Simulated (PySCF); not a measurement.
Hf(NH2)3(SH) (H7HfN3S), SMILES [SH][Hf]([NH2])([NH2])[NH2], multiplicity 1. Coordinates come from a PBE-D3(BJ)/def2-SVP optimisation. The multiplicity is an assumed one; other spin states were not compared. The def2 effective core potentials stand for the cores of Hf; spin–orbit coupling is left out. The values are those of a single conformer.

Computed equilibrium geometry at PBE-D3(BJ)/def2-SVP (PySCF confirms it by a frequency run) as Cartesian coordinates in Å (one conformer of several):
```xyz
12

Hf     0.1584     0.1080     0.0197
N      1.4864    -0.3525    -1.4541
H      1.8832    -1.2957    -1.5607
H      1.8499     0.2345    -2.2121
N      1.0749    -0.0634     1.8404
H      0.5908     0.0397     2.7416
H      2.0447    -0.3335     2.0388
N     -0.4108     2.0577    -0.1908
H     -1.1405     2.3788    -0.8390
H     -0.1095     2.8585     0.3753
S     -1.8255    -1.3839    -0.2664
H     -2.3718    -1.0100     0.9282
```
Charge 0, spin multiplicity 1.
